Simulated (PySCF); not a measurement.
Dipole response of Ga (gallium, neutral)

[Ar] 3d10 4s2 4p1, 2P determinant. Calculation: PySCF 2.14, in aug-cc-pwCVTZ-PP with ECP10MDF; a scalar-relativistic core potential. Coupled (time-dependent) response in atomic units; α is the mean over directions.

```
 method  mean α (bohr³)         α xx, yy, zz  C₆ (like pair)  S(−4)
    UHF           57.60  45.67, 81.45, 45.67           506.5   2000
    PBE           63.82  46.60, 98.26, 46.60           539.5   3372
   PBE0           59.42  44.98, 88.30, 44.98           505.0   2570
r2SCANh           57.05  43.35, 84.44, 43.35           499.8   2093
  M06-L           59.90  42.24, 95.22, 42.24           505.0   2770
```

S(−4) is the Cauchy moment in α(ω) = α(0) + S(−4) ω² + …

Reference α: 50 ± 3 bohr³ (recommended; Schwerdtfeger and Nagle, table of static dipole polarizabilities (2023 update)). Published C₆: 498.0 (Chu and Dalgarno (2004); Tang, Norbeck and Certain (1976)).

Spin-orbit coupling is absent.

α(iu) at PBE:

| u (hartree) | α(iu) (bohr³) |
| --- | --- |
| 0 | 63.82 |
| 0.0500 | 56.87 |
| 0.100 | 44.94 |
| 0.200 | 27.87 |
| 0.300 | 18.59 |
| 0.500 | 9.890 |
| 0.750 | 5.643 |
| 1.00 | 3.755 |
| 1.50 | 2.130 |
| 2.00 | 1.438 |
| 3.00 | 0.8332 |
| 5.00 | 0.4131 |

A single London oscillator, α(iu) = α/(1 + u²/ω²), gives C₆ = (3/4) ω α². Matching the computed C₆ needs ω = 4 × 539.5 / (3 × 63.82²) = 0.177 hartree.

The components differ because the open shell of this determinant is not spherical; for a pure term their mean is the scalar polarisability.

Energies and moments cover only the electrons outside the core potential.
